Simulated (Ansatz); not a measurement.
Calculated with Ansatz (gas phase, PBE0-D4/def2-TZVP geometries, no zero-point term in ΔE). CBS: MP2 limit from def2 TZ/QZ plus the TZ coupled-cluster correction, frozen cores. This one scheme is used for every species. Each species was taken in one conformer, which may not be the lowest.

Consider the hydrogenolysis of a C–O bond: `CBNCO` + H₂ → `CBNC` + H₂O.

```tsv
species	CCSD/def2-TZVPP energy (Eh)
`CBNCO`	-235.47523
H₂	-1.17233
`CBNC`	-160.34952
H₂O	-76.32939
```

Task: Work out ΔE.

Result: ΔE = (-160.34952) + (-76.32939) − (-235.47523) − (-1.17233) = -0.03135 Eh = -82.3 kJ/mol. CCSD(T)/CBS gives -82.8 kJ/mol.

Largest T1 diagnostic among the species: 0.012.

From PBE to PBE0 (25 % exact exchange), in def2-TZVPP and without D4, ΔE moves by −4.5 kJ/mol. The D4 term adds +4.2 kJ/mol with B3LYP and +2.3 kJ/mol with PBE0; it sums over pairs of atoms, weighted by their polarisabilities, and B3LYP, whose exchange is more repulsive, gets the larger term. In def2-TZVPP, CCSD(T) changes the Hartree–Fock value by +7.0 kJ/mol (the triples alone add +3.4 kJ/mol) and MP2 by +5.7 kJ/mol.

B3LYP here is the variant with VWN-RPA as its local correlation; programs differ in this.
